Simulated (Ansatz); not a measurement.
CH₅AlGeO (`O=[CH][GeH2][AlH2]`) from Hartree–Fock to CCSD(T)

```xyz
9

O     2.1419    0.9133   -1.2071
C     1.4652   -0.0661   -1.0642
Ge    0.4140   -0.4437    0.6099
Al   -1.8480    0.5570    0.4053
H     1.3736   -0.8077   -1.8933
H     1.2456    0.0872    1.7896
H     0.3354   -1.9833    0.7179
H    -2.7261    0.1888   -0.8633
H    -2.4016    1.5545    1.5053
```

The species carries charge 0 and has multiplicity 1. Correlated methods include outer-core shells of Ge, which these sets cover unevenly. Scalar relativity is left out up to krypton. Geometry: relaxed with PBE0-D4/def2-TZVP. It is one conformer, not always the lowest. Frozen core, restricted reference, Ansatz 0.2.0.

| basis | HF (Eh) | MP2 corr. |
| --- | --- | --- |
| def2-SVP | -2432.45315 | -0.60468 |
| def2-TZVPP | -2432.94050 | -0.72408 |
| def2-QZVPP | -2432.99475 | -1.02238 |

(1) Estimate the CCSD correlation energy and the (T) correction in each basis where they were run (hartree).

Answers

(1) 
```json
{"basis": "def2-SVP", "CCSD corr.": "-0.63948", "(T)": "-0.01999"}
{"basis": "def2-TZVPP", "CCSD corr.": "-0.75692", "(T)": "-0.03024"}
```
